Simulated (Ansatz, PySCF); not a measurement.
This PySCF input computes a CAM-B3LYP/def2-TZVPD energy:

```python
from pyscf import gto, scf, dft

mol = gto.M(
    atom='''
    Sb    0.73895523    0.42056291    0.25356927
    Br   -0.88858656    1.06228439   -1.43424961
    Br   -0.18817678   -1.67510462    1.06476296
    ''',
    basis='def2-tzvpd',
    ecp='def2-tzvp',
    charge=1,
    spin=0,
    verbose=4,
)

mf = dft.RKS(mol, xc='camb3lyp').density_fit(auxbasis='def2-universal-jkfit')
mf.grids.level = 3
mf.conv_tol = 1e-9
mf.max_cycle = 100
mf.max_memory = 1500
mf.kernel()
if not mf.converged:
    mf = mf.newton()
    mf.kernel(mf.make_rdm1())
mf.analyze()
```

Problem. Write an input for the same energy in Ansatz (a first-principles code) and say what it gives.

Solution. 
Ansatz 0.2 input:
```yaml
crystal:
  periodic: [false, false, false]
  atoms:
    - {symbol: Sb, position_ang: [0.73895523, 0.42056291, 0.25356927]}
    - {symbol: Br, position_ang: [-0.88858656, 1.06228439, -1.43424961]}
    - {symbol: Br, position_ang: [-0.18817678, -1.67510462, 1.06476296]}
basis:
  gaussian:
    orbitals: def2-TZVPD
hamiltonian:
  xc: {name: CAM-B3LYP}
total_charge: 1
output: {forces: true}
```
It gives -5388.57863 Eh, and PySCF -5388.57868 Eh, a difference of 0.05 mEh, from the treatment of integrals and grids.

It need not be the lowest isomer of its formula.
